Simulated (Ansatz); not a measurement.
Start from `B/C=C(/O)F` and change one atom or group (the configuration at the double bond changes too) to get `N/C=C(\O)F`.

Ansatz, PBE0-D4/def2-TZVP geometries, multiplicity 1. Each molecule was computed in one conformer, which needn't be the lowest.

```
                                                                                  property  `B/C=C(/O)F`
                                                        HOMO energy (PBE0/def2-TZVPP) / eV         -7.60
ideal-gas entropy at 298 K and 1 bar (rigid rotor, harmonic PBE0-D4/def2-TZVP) / J/(mol·K)           304
                                                       HOMO–LUMO gap (PBE/def2-TZVPP) / eV          4.08
                                                     LUMO energy (ωB97M-V/def2-TZVPP) / eV          0.51
                                                       LUMO energy (B3LYP/def2-TZVPP) / eV         -1.70
                                                       HOMO energy (B3LYP/def2-TZVPP) / eV         -7.38
```

Problem. What does the change do to each property? (Estimate.)

Solution. Computed: 
```csv
property,`N/C=C(\O)F`,shift
HOMO energy (PBE0/def2-TZVPP) / eV,-5.74,1.86
"ideal-gas entropy at 298 K and 1 bar (rigid rotor, harmonic PBE0-D4/def2-TZVP) / J/(mol·K)",307,3
HOMO–LUMO gap (PBE/def2-TZVPP) / eV,4.37,0.29
LUMO energy (ωB97M-V/def2-TZVPP) / eV,2.22,1.71
LUMO energy (B3LYP/def2-TZVPP) / eV,0.38,2.08
HOMO energy (B3LYP/def2-TZVPP) / eV,-5.56,1.82
```

With PBE0 the HOMO rises by 1.86 eV and the LUMO rises by 2.26 eV, so the gap widens by about 0.40 eV. PBE moves the HOMO by 2.00 eV and ωB97M-V by 1.80 eV.

B3LYP here is the variant with VWN-RPA as its local correlation; programs differ in this.
